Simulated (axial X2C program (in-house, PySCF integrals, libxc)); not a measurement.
**SrAl: from the spin-free to the two-component result**

All values were computed with an in-house all-electron X2C program for linear molecules (integrals from PySCF). Spin-free means the one-electron spin-free X2C Hamiltonian; two-component (2c) means X2C with spin–orbit coupling and atomic mean-field two-electron Coulomb and Gaunt terms, so the difference of the two also holds small scalar two-electron terms. Basis: Sr dyall-cv3z [13s12p8d5f1g], Al dyall-v3z [8s8p2d1f] (cores contracted in-house); Gaussian nuclei, density fitting, unrestricted open shells. Masses: Sr 87.906 u, Al 26.982 u.

Spin-free state: M_S = 1/2, Λ = 1 (beyond evenly filled blocks: π+α); fragments Sr + Al.

```tsv
level	Re (Å)	ωe (cm⁻¹)	De (eV)	μ (D)
PBE0	3.302	159.3	0.610	-3.09
TPSS	3.288	165.2	0.642	-3.03
```

Dipoles are positive if Al is the positive end.

Problem. Within this multiplet, which Ω should lie lowest by the rule for regular and inverted multiplets?

Solution. The open π shell holds one electron, so the multiplet is regular: Ω = Λ − 1/2 = 1/2. The PBE0 2c search agrees, though Ω = 3/2 of the search lies only 0.01 eV higher.

Two-component determinant lowest at the distance of the search:

Ω = 1/2 (⟨Sz⟩ = -0.50, ⟨Lz⟩ = 1.00 at PBE0); fragments Sr + Al.

| level | Re (Å) | ωe (cm⁻¹) | De (eV) | μ (D) |
| --- | --- | --- | --- | --- |
| PBE0 | 3.300 | 159.7 | 0.617 | -3.08 |
| TPSS | 3.286 | 165.4 | 0.649 | -3.02 |

Problem. From the two tables, how do the constants change at the PBE0 level (2c against spin-free)?

Solution. At the PBE0 level Re decreases by 0.002 Å and ωe increases by 0.4 cm⁻¹; De is not compared, since the atomic limits differ or miss part of their spin–orbit lowering.

The state is one determinant whose occupation by symmetry is held fixed; it was picked as the lowest of a PBE0 search that is not exhaustive. Dissociation energies refer to the lowest single-determinant-based atoms at the same level and basis. Density functionals use the spin component along the axis (collinear). In 2c an atomic determinant is not the ground J level, so De misses part of the atomic spin–orbit lowering. This holds for PBE0, TPSS. Other states lie close and PBE0, whose exact exchange favours high spin, may order them wrongly; the determinant shown need not be the ground state. The nearest other spin-free determinant of the search, M_S = 1/2, Λ = 0, lies 0.41 eV up at the distance of the search. The functionals have no current-density term, which raises determinants with orbital currents, atoms included. The atomic limit has a lower orbital projection than the molecule and lies lower at mean-field level, so De may be about a tenth of an eV too small. The determinant is spin-polarised beyond a pure state at some levels (its spin-free form has ⟨S²⟩ too high), which makes Re and μ there less reliable.
